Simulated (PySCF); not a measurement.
Structure problem from calculated spectra and properties.

Formula: C5H7FN2Si.

| Property | Result |
| --- | --- |
| 13C NMR | chemical shifts (computed TMS as zero) by class: 175.5 (1 C), 165.7 (1 C), 141.3 (1 C), 128.6 (1 C), 17.2 (1 C) ppm [GIAO PBE0/pcSseg-1] |
| Dipole | 4.64 D [PBE0/def2-SVPD] |
| UV, strongest line | among the 8 lowest singlet transitions: S5 at 6.19 eV (200 nm, f = 0.034) [TDDFT PBE0/def2-SVPD] |
| Triplet | lowest triplet excitation (Tamm–Dancoff): 2.80 eV [TDA PBE0/def2-SVPD] |
| Polarisability | 98.7 au [PBE0/def2-SVPD] |
| Rotational structure | rotational constants A, B, C: 3.062, 0.869, 0.685 GHz [GFN2-xTB] |
| NMR, other nuclei | isotropic shieldings of nuclei other than C and H, by class: -212 (1 N), -146 (1 N), 260 (1 F), 421 (1 Si) ppm [GIAO PBE0/pcSseg-1] |
| UV, first state | lowest singlet excitation: 3.57 eV (347 nm, f = 0.004) [TDDFT PBE0/def2-SVPD] |

Electronic properties: PySCF, gas phase, density fitting. Levels stand in brackets. Geometry: GFN2-xTB; no solvent, vibrations or thermal averaging. GFN2-xTB frequencies show an imaginary mode (38i cm⁻¹), so this geometry is no minimum at that level. Each NMR value is the plain mean over a class of atoms that symmetry, rotation or inversion makes alike.

Q: What is the compound? Reason from the data.

A: Numbering: `[CH3:1][c:2]1[cH:3][c:4]([SiH3:5])[n:6][n:7][c:8]1[F:9]`. Its formula, C5H7FN2Si, gives 4 degrees of unsaturation: 1 ring and 3 π bonds in the structure found (Kekulé form). 5 carbons fall into 5 classes; from least to most shielded: aromatic C–F carbon [C8] (175.5 ppm), substituted aromatic carbon [C4] (165.7 ppm), aromatic CH carbon [C3] (141.3 ppm), substituted aromatic carbon [C2] (128.6 ppm), benzylic-type carbon [C1] (17.2 ppm). The other shieldings belong to: -212 ppm, pyridine-type nitrogen [N6]; -146 ppm, pyridine-type nitrogen [N7]; 260 ppm, aryl fluorine [F9]; 421 ppm, SiH3 silicon [Si5]. S1 is mainly HOMO→LUMO (weight 0.99); the largest Löwdin shares of the orbital it empties are 0.44 on a pyridine-type nitrogen, 0.32 on a pyridine-type nitrogen, 0.08 on a substituted aromatic carbon and 0.07 on the aromatic C–F carbon, of the orbital it fills 0.21 on a pyridine-type nitrogen, 0.20 on a substituted aromatic carbon, 0.18 on a pyridine-type nitrogen and 0.17 on the aromatic CH carbon. By its constants the optimised geometry is an asymmetric top. Structure: `Cc1cc([SiH3])nnc1F`. Computed isomers that give other values at the same levels: `Cc1cc(F)c([SiH3])nn1` (13C chemical shifts (computed TMS as zero) by class: 177.3 (1 C), 164.6 (1 C), 155.7 (1 C), 113.9 (1 C), 25.0 (1 C) ppm); `N#CC1=C[SiH2][C@]1(F)CN` (13C chemical shifts (computed TMS as zero) by class: 169.6 (1 C), 142.2 (1 C), 118.1 (1 C), 109.2 (1 C), 46.3 (1 C) ppm). The assignments are read from this structure; whether some other isomer fits the data as well wasn't checked.
